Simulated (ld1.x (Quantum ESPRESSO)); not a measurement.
# Varying the TM semilocal potential for holmium (Ho)

Base potential:

ld1.x (Quantum ESPRESSO) 7.5 input, shortened:

```
&input
   title='Ho', zed=67., rel=1, dft='PBESOL', iswitch=3,
   config='[Xe] 4f11 5d0 6s2 6p0'
 /
 &inputp
   pseudotype=1, tm=.true., lloc=0,
   nlcc=.true., rcore=0.55
 /
4
5P  2  1   6.00   0.00  2.40  2.40  0.0
5D  3  2   0.00   0.00  2.20  2.20  0.0
4F  4  3  11.00   0.00  0.75  0.75  0.0
6S  1  0   2.00   0.00  2.75  2.75  0.0
 &test
   configts(1)='4f11 5p6 5d0 6s2 6p0'
 /
```

Cutoffs, loose and tight: the cutoffs (Ry, on a coarse ladder) from which the occupation-weighted sum of valence levels, in a spherical-Bessel basis at the reference potential, stays within 10 and 1 mRy of its value at 400 Ry. They do not see the model core or the augmentation charge, which bear on the density cutoff. Test errors are all-electron minus pseudo excitation energies from the reference, over the configurations 4f11 5p6 5d0 6s1 6p0; 4f11 5p6 5d0 6s0 6p0; 4f10 5p6 5d0 6s0 6p0; 4f11 5p6 5d0 6s0 6p1; 4f11 5p5 5d0 6s2 6p0; 4f11 5p6 5d0 6s0 6p2; 4f10 5p6 5d1 6s1 6p0. A dash means not determined; rows that change the core or the reference have their own tests. The largest error is taken over the tests solved by every variant that gives reliable tests at all: 4f10 5p6 5d0 6s0 6p0; 4f10 5p6 5d1 6s1 6p0; 4f11 5p5 5d0 6s2 6p0; 4f11 5p6 5d0 6s0 6p0; 4f11 5p6 5d0 6s1 6p0.

Cutoffs are not given where the Bessel-basis levels miss the radial ones by over 6 mRy, ghosts where they miss by over 20 mRy; a channel whose overlap is not positive is not tested.

A semilocal file is local in each channel, so a ghost entry of none says nothing of the separable form that plane-wave codes build from it.

```tsv
change	outcome	bound ghosts	largest test error (meV)
base	generated	not determined	+176
core correction a·sin(br)/r model core inside 0.60 bohr	generated	not determined	+176
functional PBE	generated	not determined	+180
wave 4f (bound): rc 0.75 bohr becomes 4f (bound): rc 0.76 bohr	generated	not determined	+176
wave 6s (bound): rc 2.75 bohr becomes 6s (bound): rc 3.08 bohr	generated	not determined	+206
wave 5p (bound): rc 2.40 bohr becomes 5p (bound): rc 2.34 bohr	generated	not determined	+170
all radii but the core radius scaled by about 1.18 (s 3.24, p 2.84, d 2.60, f 0.88 bohr)	generated	not determined	+216
wave 5d (bound): rc 2.20 bohr becomes 5d (bound): rc 2.88 bohr	generated	not determined	+176
wave 4f (bound): rc 0.75 bohr becomes 4f (bound): rc 1.10 bohr	generated	not determined	+166
```

What comes out with this change to the base: reference 4f10 5p6 5d0 6s0 6p0?

outcome: generated; bound ghosts: not determined; largest test error (meV): -265.

What comes out with this change to the base: core [Xe], valence charge 13; reference 4f11 5d0 6s2 6p0; waves now 6p (bound): rc 3.75 bohr; 5d (bound): rc 2.50 bohr; 4f (bound): rc 1.10 bohr; 6s (bound): rc 2.65 bohr; core correction a·sin(br)/r model core inside 0.70 bohr?

outcome: generated; bound ghosts: none; largest test error (meV): -6061 over the solved tests; 1 of 7 tests not solved or not reliable.

What comes out with this change to the base: reference 4f11 5p6 5d0 6s1 6p0?

outcome: generated; bound ghosts: not determined; largest test error (meV): -156.
